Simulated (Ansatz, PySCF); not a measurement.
Potential energy curve for SMILES CF (CH3F), singlet. The C1–H5 bond (C1 also carries F, H, H; H5 carries nothing else) is varied alone, starting from the PBE0/def2-TZVP optimised geometry.

Levels: UHF/cc-pVTZ (Ansatz, a quantum-chemistry and plane-wave program); RHF/cc-pVTZ (Ansatz); UKS-PBE = unrestricted PBE/cc-pVTZ (Ansatz); RKS-PBE = restricted PBE/cc-pVTZ (Ansatz); UKS-B3LYP/6-31G* = PySCF with unrestricted B3LYP/6-31G*, spherical d; RKS-B3LYP/6-31G* = restricted B3LYP/6-31G*, spherical d run with PySCF 2.14.0; UKS-B3LYP/LANL2DZ = unrestricted B3LYP/LANL2DZ in PySCF; RKS-B3LYP/LANL2DZ = PySCF with restricted B3LYP/LANL2DZ.

Scanned distances (Å): 0.87, 0.93, 0.98, 1.04, 1.05, 1.09, 1.14, 1.17, 1.19, 1.27, 1.36, 1.48, 1.66, 1.79, 1.96, 2.17, 2.39, 2.69, 3.01, 3.26, 3.84.

Question: Where does the unrestricted solution first break spin symmetry (<S²> of 0.01 or more)?

Answer: UHF: between 1.48 and 1.66 Å; UKS-PBE: between 2.17 and 2.39 Å; UKS-B3LYP/6-31G*: between 1.96 and 2.17 Å; UKS-B3LYP/LANL2DZ: between 1.96 and 2.17 Å.

| R / Å | <S²> UHF | E(RHF) − E(UHF) / mEh | <S²> UKS-PBE | E(RKS-PBE) − E(UKS-PBE) / mEh | <S²> UKS-B3LYP/6-31G* | E(RKS-B3LYP/6-31G*) − E(UKS-B3LYP/6-31G*) / mEh | <S²> UKS-B3LYP/LANL2DZ | E(RKS-B3LYP/LANL2DZ) − E(UKS-B3LYP/LANL2DZ) / mEh |
|---|---|---|---|---|---|---|---|---|
| 0.87 | 0.00 | 0.0 | 0.00 | 0.0 | 0.00 | 0.0 | 0.00 | 0.0 |
| 0.93 | 0.00 | 0.0 | 0.00 | 0.0 | 0.00 | 0.0 | 0.00 | 0.0 |
| 0.98 | 0.00 | 0.0 | 0.00 | 0.0 | 0.00 | 0.0 | 0.00 | 0.0 |
| 1.04 | 0.00 | 0.0 | 0.00 | 0.0 | 0.00 | 0.0 | 0.00 | 0.0 |
| 1.05 | 0.00 | 0.0 | 0.00 | 0.0 | 0.00 | 0.0 | 0.00 | 0.0 |
| 1.09 | 0.00 | 0.0 | 0.00 | 0.0 | 0.00 | 0.0 | 0.00 | 0.0 |
| 1.14 | 0.00 | 0.0 | 0.00 | 0.0 | 0.00 | 0.0 | 0.00 | 0.0 |
| 1.17 | 0.00 | 0.0 | 0.00 | 0.0 | 0.00 | 0.0 | 0.00 | 0.0 |
| 1.19 | 0.00 | 0.0 | 0.00 | 0.0 | 0.00 | 0.0 | 0.00 | 0.0 |
| 1.27 | 0.00 | 0.0 | 0.00 | 0.0 | 0.00 | 0.0 | 0.00 | 0.0 |
| 1.36 | 0.00 | 0.0 | 0.00 | 0.0 | 0.00 | 0.0 | 0.00 | 0.0 |
| 1.48 | 0.00 | 0.0 | 0.00 | 0.0 | 0.00 | 0.0 | 0.00 | 0.0 |
| 1.66 | 0.07 | 0.1 | 0.00 | 0.0 | 0.00 | 0.0 | 0.00 | 0.0 |
| 1.79 | 0.37 | 6.1 | 0.00 | 0.0 | 0.00 | 0.0 | 0.00 | 0.0 |
| 1.96 | 0.63 | 21.7 | 0.00 | 0.0 | 0.00 | 0.0 | 0.00 | 0.0 |
| 2.17 | 0.80 | 45.6 | 0.00 | 0.0 | 0.32 | 2.8 | 0.34 | 3.3 |
| 2.39 | 0.90 | 71.0 | 0.47 | 3.7 | 0.62 | 11.8 | 0.63 | 12.7 |
| 2.69 | 0.96 | 102.3 | 0.79 | 14.6 | 0.83 | 27.1 | 0.84 | 28.4 |
| 3.01 | 0.99 | 130.3 | 0.93 | 26.8 | 0.94 | 42.7 | 0.94 | 44.1 |
| 3.26 | 1.00 | 148.4 | 0.97 | 34.8 | 0.97 | 53.0 | 0.97 | 54.3 |
| 3.84 | 1.01 | 180.2 | 1.00 | 47.4 | 1.00 | 70.2 | 1.00 | 71.3 |
